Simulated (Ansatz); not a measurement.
Input for Ansatz (a quantum-chemistry and plane-wave program): R-wB97M-V/def2-TZVPP on SiH4 (SMILES [SiH4]).

Ansatz 0.2 input:
```yaml
crystal:
  periodic: [false, false, false]
  atoms:
    - {symbol: Si, position_ang: [-0.00000000, -0.00000000, 0.00000000]}
    - {symbol: H, position_ang: [0.86054855, 0.86054855, 0.86054855]}
    - {symbol: H, position_ang: [-0.86054855, -0.86054855, 0.86054855]}
    - {symbol: H, position_ang: [-0.86054855, 0.86054855, -0.86054855]}
    - {symbol: H, position_ang: [0.86054855, -0.86054855, -0.86054855]}
basis:
  gaussian:
    orbitals: def2-TZVPP
hamiltonian:
  xc: {name: wB97M-V}
scf: {lower_state_search: off}
```

### Question
What total energy does the run end on?

### Answer
-291.8462 hartree.
